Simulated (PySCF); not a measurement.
**Relaxation of singlet TeS(OH)2**

Method: PySCF, PBE0, basis Te def2-SVP with ECP28, S def2-SVP, O def2-SVP, H def2-SVP (scalar-relativistic core potentials, no spin–orbit coupling, density fitting). A (50,194) grid was used.

A hand-made trigonal pyramidal (heavy-atom frame) start, with no symmetry imposed:

Coordinates in bohr (charge 0 multiplicity 1):
```
Te    0.1493    0.2730   -0.6336
S    -1.7028   -2.9348    1.3359
O     3.4698    0.2730    1.1318
O    -1.5108    3.1486    1.1318
H     4.4993   -1.1167    1.6793
H    -0.8222    4.7350    1.6793
```

What forces act on the atoms at the start (eV/Å)?


| atom | Fx | Fy | Fz |
| --- | --- | --- | --- |
| Te1 | 0.39 | -0.45 | 0.98 |
| S2 | -0.18 | 0.02 | -0.37 |
| O3 | 0.07 | 1.58 | -0.42 |
| O4 | -0.47 | -0.58 | -0.02 |
| H5 | -0.51 | -0.69 | -0.02 |
| H6 | 0.71 | 0.12 | -0.15 |

What does it relax to?

It ends at Cs with O–H 0.971 Å (×2), Te–O 1.977 Å (×2), Te–S 2.229 Å; H–O–Te 107.5° (×2), O–Te–O 97.7°, O–Te–S 102.6° (×2) (after a last refinement on a finer grid). The frequency run here used a shortcut that can spoil soft modes, so no verdict on minimum or saddle point is given.

How much energy is released, and in how many steps?

62.1 kJ/mol in 42 steps.

The relaxation took about 4 core-minutes on a shared host.
